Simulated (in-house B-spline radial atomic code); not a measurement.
The numbers below are computed, except where a source is named.
Extrapolating the RPA correlation energy in partial waves: Ba+

All-electron RPA on Hartree-Fock orbitals from a B-spline radial code for spherical atoms, scalar-relativistic (spin-free one-electron X2C), finite nucleus, configuration [Xe] 6s1, highest spin. RPA overbinds a lone outer s electron by self-correlation, and G0W0 tends to as well. With empty states up to angular momentum L the sums are:

| L | E_c(L) (hartree) |
| --- | --- |
| 4 | -3.359934 |
| 5 | -3.655517 |
| 6 | -3.802721 |

For large l each further wave adds A/(l + 1/2)⁴, because the basis must build the cusp where two electrons meet.

Question: Estimate the limit from L = 5 and L = 6.

Answer: Wave 6 adds -0.147204, against a sum of (l + 1/2)⁻⁴ of 5.60204e-04, so A = -262.77. The sum over l > 6 is ζ(4, 7.5) = 9.6207e-04, close to 1/(3 × 7³) = 9.7182e-04. The tail is -0.252802 and the limit -4.05552 hartree.

Question: How good is the estimate?

Answer: A run to L = 11 sums to -3.97846 and extrapolates to -4.01449 hartree, 2.65 millihartree from the run before, so it has not settled and is itself too deep. The estimate differs from that by -41.03 millihartree, while the bare sum at L = 6 misses 211.8 millihartree (5.3 %).
